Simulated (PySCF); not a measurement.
# Dipole response of C⁻ (carbon, charge -1)

[He] 2s2 2p3, high-spin 4S determinant. Calculation: PySCF 2.14, in aug-cc-pVQZ-DK (6s5p4d3f2g, 80 functions); scalar relativity by spin-free X2C-1e. Coupled (time-dependent) response in atomic units; α is the mean over directions.

```tsv
method	mean α (bohr³)	C₆ (like pair)	S(−4)
UHF	40.33	288.6	1124
```

S(−4) is the Cauchy moment in α(ω) = α(0) + S(−4) ω² + …

α(iu) at UHF:

| u (hartree) | α(iu) (bohr³) |
| --- | --- |
| 0 | 40.33 |
| 0.0500 | 37.80 |
| 0.100 | 32.45 |
| 0.200 | 22.60 |
| 0.300 | 16.05 |
| 0.500 | 8.969 |
| 0.750 | 5.115 |
| 1.00 | 3.298 |
| 1.50 | 1.701 |
| 2.00 | 1.038 |
| 3.00 | 0.5043 |
| 5.00 | 0.1980 |

A single London oscillator, α(iu) = α/(1 + u²/ω²), gives C₆ = (3/4) ω α². Matching the computed C₆ needs ω = 4 × 288.6 / (3 × 40.33²) = 0.237 hartree.

For an ion, C₆ is the dispersion term alone; charge-induced terms of lower order in 1/R come first.
